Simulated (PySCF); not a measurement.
# Working out the ionisation energy of P⁺

P⁺ [Ne] 3s2 3p2 (3P) → P²⁺ [Ne] 3s2 3p1 (2P). Calculation: PySCF 2.14, in aug-cc-pV(D+d)Z; the non-relativistic Hamiltonian (point nucleus). Frozen: [Ne]. Energies in hartree (1 hartree = 27.21139 eV):

```json
{"part": "UHF", "P⁺ (lower)": "-340.344823", "P²⁺ (upper)": "-339.640360"}
{"part": "CCSD correlation", "P⁺ (lower)": "-0.073022", "P²⁺ (upper)": "-0.059650"}
{"part": "(T)", "P⁺ (lower)": "-0.001143", "P²⁺ (upper)": "-0.000668"}
```

**Question.** What does Hartree-Fock give?

**Answer.** (-339.640360) − (-340.344823) = 0.704463 hartree = 19.169 eV.

**Question.** What do CCSD and CCSD(T) give?

**Answer.** The CCSD correlation energies differ by 0.013372 hartree = 0.364 eV and the triples by 0.000475 hartree = 0.013 eV, so CCSD gives 19.533 eV and CCSD(T) 19.546 eV.

Reference: 19.769 eV (semi-empirical (NIST evaluation); NIST Atomic Spectra Database, ionization energies), between the lowest levels; spin-orbit coupling is absent from the calculation.

What remains against the reference includes basis incompleteness, the frozen core and higher excitations.
